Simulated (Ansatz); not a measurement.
```yaml
crystal:
  periodic: [false, false, false]
  atoms:
    - {symbol: C, position_ang: [1.010071, -1.970482, -1.798171]}
    - {symbol: C, position_ang: [0.870434, -0.635261, -1.112475]}
    - {symbol: O, position_ang: [-0.342636, -0.609375, -0.414847]}
    - {symbol: C, position_ang: [-0.493696, 0.468946, 0.501294]}
    - {symbol: C, position_ang: [-0.529283, 1.810957, -0.212208]}
    - {symbol: C, position_ang: [-1.822848, 0.214437, 1.195371]}
    - {symbol: Ga, position_ang: [0.903500, 0.375293, 1.956058]}
    - {symbol: H, position_ang: [0.180773, -2.128970, -2.490258]}
    - {symbol: H, position_ang: [1.005470, -2.779753, -1.065985]}
    - {symbol: H, position_ang: [1.943865, -2.014116, -2.362851]}
    - {symbol: H, position_ang: [1.712113, -0.482861, -0.408490]}
    - {symbol: H, position_ang: [0.923432, 0.179412, -1.847824]}
    - {symbol: H, position_ang: [-1.322910, 1.813131, -0.969767]}
    - {symbol: H, position_ang: [0.412576, 2.053424, -0.709773]}
    - {symbol: H, position_ang: [-0.734866, 2.613736, 0.499708]}
    - {symbol: H, position_ang: [-2.030328, 0.978078, 1.950051]}
    - {symbol: H, position_ang: [-1.843403, -0.768645, 1.673079]}
    - {symbol: H, position_ang: [-2.637169, 0.239605, 0.461391]}
    - {symbol: H, position_ang: [1.572584, -1.003581, 2.319499]}
    - {symbol: H, position_ang: [1.222331, 1.646024, 2.836207]}
basis:
  gaussian: {orbitals: cc-pVDZ}
hamiltonian: {xc: {name: PBE-QIDH}}
scf: {lower_state_search: full}
output: {forces: true}
```

```sh
$ ansatz run in.yaml --threads 2 --pin off --events-out ev --progress --plain --max-ram 32768MiB --backend cpu
```

Output, abridged:

```
Functional definition: PBE-QIDH
1662 factors; integrals over basis functions are off by at most 9.0e-4 eV
mean field evaluation 1: about -59776.4826 eV, gradient 4.3e1 eV
mean field evaluation 2: about -59776.6722 eV, gradient 4.3e1 eV
mean field evaluation 4: about -59781.2703 eV, gradient 4.8e0 eV
mean field evaluation 8: about -59781.3270 eV, gradient 2.7e-1 eV
mean field evaluation 16: about -59781.3272 eV, gradient 1.7e-4 eV
mean field -59781.32722418 eV, -2196.9232542496 hartree, gradient 1.8e-6 eV, S^2 0.000000; 0 other end points of the search recorded, 0 dependent functions left out
15 core orbitals not correlated: weight in the atoms' cores, before any rotation towards them, 1.000 or more for the frozen orbitals, at most 0.000 for the correlated occupied ones
reference -59781.32723988 eV, -2196.9232548265 hartree; 26, 26 occupied and 135, 135 virtual orbitals, 1662 factors
second order -30.88669221 eV of doubles, -0.00000000 eV of singles
Total energy: -59791.62280395 eV, -2197.3016098276 hartree
Atom 0 at     1.010071    -1.970482    -1.798171 Å, force    -0.024049     0.117983     0.061968 eV/Å
Atom 1 at     0.870434    -0.635261    -1.112475 Å, force    -0.091529    -0.017781     0.074228 eV/Å
Atom 2 at    -0.342636    -0.609375    -0.414847 Å, force    -0.081195    -0.102094    -0.025684 eV/Å
Atom 3 at    -0.493696     0.468946     0.501294 Å, force     0.195833     0.025764     0.077700 eV/Å
Atom 4 at    -0.529283     1.810957    -0.212208 Å, force    -0.046287    -0.120863     0.032909 eV/Å
Atom 5 at    -1.822848     0.214437     1.195371 Å, force     0.067725     0.011869    -0.115123 eV/Å
Atom 6 at     0.903500     0.375293     1.956058 Å, force     0.028029    -0.034579     0.025875 eV/Å
Atom 7 at     0.180773    -2.128970    -2.490258 Å, force    -0.133488    -0.012722    -0.089985 eV/Å
Atom 8 at     1.005470    -2.779753    -1.065985 Å, force    -0.008516    -0.109258     0.118401 eV/Å
Atom 9 at     1.943865    -2.014116    -2.362851 Å, force     0.138250    -0.001192    -0.082179 eV/Å
Atom 10 at     1.712113    -0.482861    -0.408490 Å, force     0.098025     0.018979     0.071974 eV/Å
Atom 11 at     0.923432     0.179412    -1.847824 Å, force     0.015077     0.095425    -0.105384 eV/Å
Atom 12 at    -1.322910     1.813131    -0.969767 Å, force    -0.106815    -0.012864    -0.115078 eV/Å
Atom 13 at     0.412576     2.053424    -0.709773 Å, force     0.151847     0.032700    -0.076031 eV/Å
Atom 14 at    -0.734866     2.613736     0.499708 Å, force    -0.035334     0.130807     0.121850 eV/Å
Atom 15 at    -2.030328     0.978078     1.950051 Å, force    -0.026289     0.127772     0.121500 eV/Å
Atom 16 at    -1.843403    -0.768645     1.673079 Å, force     0.004048    -0.154590     0.069123 eV/Å
Atom 17 at    -2.637169     0.239605     0.461391 Å, force    -0.105685    -0.008065    -0.110674 eV/Å
Atom 18 at     1.572584    -1.003581     2.319499 Å, force    -0.032357     0.071462    -0.014739 eV/Å
Atom 19 at     1.222331     1.646024     2.836207 Å, force    -0.007290    -0.058752    -0.040650 eV/Å
Dipole moment:     0.044084     0.133789    -0.133296 e Å
```

It took 22 s on 2 threads of an AMD EPYC 7R13 on a shared host, with 0.99 GiB of host memory at the peak.
